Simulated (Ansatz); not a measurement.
`BCN[SiH3]` + `C#C[SiH2]O` → `BO[SiH2]C#C` + `CN[SiH3]` at 400 K and 1 bar (ligand exchange at a B–C bond).

Isolated molecules relaxed with PBE0-D4/def2-TZVP in Ansatz; ΔE leaves out vibrations. CCSD(T)/CBS is the MP2 limit (def2-TZVPP, def2-QZVPP) plus CCSD(T) − MP2 in def2-TZVPP, frozen cores. One conformer a species, not always the lowest.

```tsv
species	CCSD(T)/CBS energy (Eh)	H − E (kJ/mol)	S (J/(mol·K))
`BCN[SiH3]`	-411.42157	265.3	379.3
`C#C[SiH2]O`	-442.75166	159.5	337.5
`BO[SiH2]C#C`	-468.17507	196.9	378.6
`CN[SiH3]`	-386.04948	233.7	327.3
```

H − E and S are ideal-gas, rigid-rotor, harmonic terms from PBE0-D4/def2-TZVP, for one conformer and one mirror image of each species. 1 Eh = 2625.50 kJ/mol, R = 8.31446 J/(mol·K).

**Question.** By hand: ΔE, ΔH, ΔS and ΔG.

**Answer.** ΔE = (-468.17507) + (-386.04948) − (-411.42157) − (-442.75166) = -0.05132 Eh = -134.7 kJ/mol. Δ(H − E) = 196.9 + 233.7 − 265.3 − 159.5 = 5.8, so ΔH = -128.9 kJ/mol. ΔS = 378.6 + 327.3 − 379.3 − 337.5 = -10.9 J/(mol·K). ΔG = -128.9 − 400 × (-10.9)/1000 = -124.5 kJ/mol.

**Question.** By hand: the equilibrium constant, and the temperature at which ΔG would vanish if ΔH and ΔS stayed fixed.

**Answer.** log₁₀ K = −ΔG/(RT ln 10) = 16.3. ΔG = 0 at ΔH/ΔS = 11826 K, far beyond where these terms or the molecules hold.

The number of gas molecules stays the same, so ΔS is small and ΔH decides. A doubt of 5 kJ/mol in ΔE shifts log₁₀ K by 0.7 here. Other conformers and mirror images would add mixing entropy, several J/(mol·K) or more a flexible species. Modes under 60 cm⁻¹, often nearly free rotors, make the harmonic entropy too high. These are equilibria of isolated gas molecules and say nothing of rates. Largest T1 diagnostic: 0.014 (customary marks: 0.02 for closed shells, 0.045 for open ones).
